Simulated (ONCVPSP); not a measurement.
# Scattering properties, ONCV potential for Er

ONCVPSP 4.0.1 input, shortened (lines: element, Z, core and valence counts, functional; n l f; lmax; l rc ep ncon nbas qcut; lloc lpopt rc5 dvloc0; l nproj debl; icmod fcfact rcfact), revPBE, scalar-relativistic:

```
  Er 68.00    9    5  -102130      upf
    1    0    2.00
    2    0    2.00
    2    1    6.00
    3    0    2.00
    3    1    6.00
    3    2   10.00
    4    0    2.00
    4    1    6.00
    4    2   10.00
    4    3   12.00
    5    0    2.00
    5    1    6.00
    5    2    0.50
    6    0    1.50
    3
    0    1.85    0.00    3    6    5.50
    1    2.40    0.00    4    7    5.80
    2    4.00    0.00    4    8    4.00
    3    1.40    0.00    4    9   10.20
    3    5    1.40    0.00
    0    2    1.00
    1    2    3.90
    2    1    2.60
    3    0    3.30
    1    0.45    0.00
```

The phase is arctan(r·R′/R) of the radial function R(r), unwrapped; energies in Ha, scanned from -3 to 5 Ha. A pole is an energy at which the radial function vanishes at the test radius. The pseudo phase is shifted by a multiple of π to meet the all-electron one at the reference energy, and phase errors are pseudo minus all-electron; the curves can meet again beyond the range given. Levels narrower than the energy grid can be missing from the lists of poles.

Question: For each channel, where are the poles, and over which energies does the pseudopotential scatter like the atom?

Answer:

```json
{"channel": "s", "radius (bohr)": "1.87", "reference energy (Ha)": "-0.14", "poles, all-electron": "-1.38", "poles, pseudo": "-1.38", "unbroken range about the reference energy with phases within 0.05 rad": "the whole range", "phase error 1 Ha above the reference energy (rad)": "-0.001"}
{"channel": "p", "radius (bohr)": "2.44", "reference energy (Ha)": "-0.96", "poles, all-electron": "-0.76, 3.31", "poles, pseudo": "-0.75, 3.31", "unbroken range about the reference energy with phases within 0.05 rad": "the whole range", "phase error 1 Ha above the reference energy (rad)": "+0.005"}
{"channel": "d", "radius (bohr)": "4.06", "reference energy (Ha)": "-0.03", "poles, all-electron": "0.10, 1.26, 3.26", "poles, pseudo": "0.10, 1.49, 4.04", "unbroken range about the reference energy with phases within 0.05 rad": "below 0.3", "phase error 1 Ha above the reference energy (rad)": "+0.058"}
{"channel": "f", "radius (bohr)": "1.42", "reference energy (Ha)": "-0.10", "poles, all-electron": "0.28", "poles, pseudo": "0.40", "unbroken range about the reference energy with phases within 0.05 rad": "-0.3 to 0.3", "phase error 1 Ha above the reference energy (rad)": "+0.139"}
```

Note: ghosts flagged at negative energy: s at -278.4 eV, d at -1419.7 eV, p at -20.8 eV; no localised positive-energy state flagged. A true bound ghost makes a file unfit for plane-wave use.

Phases in the s channel:

| E (Ha) | all-electron | pseudo |
| --- | --- | --- |
| -2.98 | 0.953 | 0.953 |
| -2.76 | 0.749 | 0.749 |
| -2.54 | 0.312 | 0.312 |
| -2.32 | -0.462 | -0.462 |
| -2.10 | -1.046 | -1.046 |
| -1.88 | -1.319 | -1.319 |
| -1.66 | -1.463 | -1.463 |
| -1.44 | -1.552 | -1.552 |
| -1.22 | -1.615 | -1.615 |
| -1.00 | -1.665 | -1.665 |
| -0.78 | -1.709 | -1.709 |
| -0.56 | -1.750 | -1.750 |
| -0.34 | -1.792 | -1.792 |
| -0.12 | -1.837 | -1.837 |
| 0.10 | -1.887 | -1.887 |
| 0.32 | -1.948 | -1.948 |
| 0.54 | -2.024 | -2.024 |
| 0.76 | -2.126 | -2.127 |
| 0.98 | -2.271 | -2.272 |
| 1.20 | -2.484 | -2.486 |
| 1.42 | -2.798 | -2.804 |
| 1.64 | -3.204 | -3.214 |
| 1.86 | -3.601 | -3.613 |
| 2.08 | -3.898 | -3.910 |
| 2.30 | -4.098 | -4.109 |
| 2.52 | -4.232 | -4.242 |
| 2.74 | -4.327 | -4.336 |
| 2.96 | -4.396 | -4.404 |
| 3.18 | -4.448 | -4.457 |
| 3.40 | -4.489 | -4.499 |
| 3.62 | -4.523 | -4.533 |
| 3.84 | -4.551 | -4.561 |
| 4.06 | -4.575 | -4.585 |
| 4.28 | -4.595 | -4.607 |
| 4.50 | -4.613 | -4.626 |
| 4.72 | -4.630 | -4.644 |
| 4.94 | -4.644 | -4.660 |
